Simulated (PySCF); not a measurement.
Si(All)(F)2(H) (C₃H₆F₂Si), SMILES C=CC[SiH](F)F. Heavy atoms are numbered as in [SiH:1]([F:2])([F:3])[CH2:4][CH:5]=[CH2:6]. Hydrogens are named by the atom that carries them.

Coordinates come from a B3LYP-D3(BJ)/def2-SVP optimisation. One conformer was computed; it need not be the lowest.

Level of theory: M06-2X/def2-TZVP in PySCF.

ESP charges are fitted to the potential on shells at 1.4 to 2.0 van der Waals radii. Atomic charges (e), one atom of each kind:

```json
[
 {"atom": "Si1 (SiH)", "ESP fit": "0.76", "Löwdin": "0.14"},
 {"atom": "F2", "ESP fit": "-0.30", "Löwdin": "-0.01"},
 {"atom": "C4 (CH2)", "ESP fit": "-0.52", "Löwdin": "-0.36"},
 {"atom": "C5 (CH)", "ESP fit": "0.03", "Löwdin": "-0.23"},
 {"atom": "C6 (CH2)", "ESP fit": "-0.58", "Löwdin": "-0.22"},
 {"atom": "H on Si1", "ESP fit": "-0.08", "Löwdin": "-0.04"},
 {"atom": "H on C4", "ESP fit": "0.20", "Löwdin": "0.16"},
 {"atom": "H on C5", "ESP fit": "0.14", "Löwdin": "0.15"},
 {"atom": "H on C6", "ESP fit": "0.23", "Löwdin": "0.12"}
]
```

Give the Mayer and Wiberg (Löwdin basis) orders of the bonds. (An estimate is asked for; the answer gives what the named calculation found.)


| bond | Mayer | Wiberg |
|---|---|---|
| Si1–F2 | 1.06 | 1.68 |
| Si1–F3 | 1.06 | 1.68 |
| Si1–C4 | 0.99 | 1.10 |
| C4–C5 | 0.94 | 1.27 |
| C5–C6 | 1.89 | 2.17 |
